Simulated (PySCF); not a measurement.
**Radial density of F (fluorine, neutral)**

UHF, [He] 2s2 2p5, 2P determinant. Calculation: PySCF 2.14, in cc-pVDZ (3s2p1d, 14 functions); no relativity, point nucleus.

| r (bohr) | 4πr²ρ (e/bohr) | 4πr²(ρα − ρβ) |
| --- | --- | --- |
| 0.00373 | 0.07328 | 0.0000 |
| 0.00628 | 0.1990 | 0.0001 |
| 0.0106 | 0.5193 | 0.0003 |
| 0.0178 | 1.293 | 0.0007 |
| 0.0299 | 2.942 | 0.0017 |
| 0.0503 | 5.796 | 0.0044 |
| 0.0846 | 8.932 | 0.0143 |
| 0.142 | 9.310 | 0.0611 |
| 0.239 | 5.738 | 0.2336 |
| 0.402 | 4.195 | 0.6098 |
| 0.677 | 6.199 | 0.9289 |
| 1.14 | 4.570 | 0.6184 |
| 1.92 | 1.138 | 0.1331 |
| 3.22 | 0.05393 | 0.0075 |
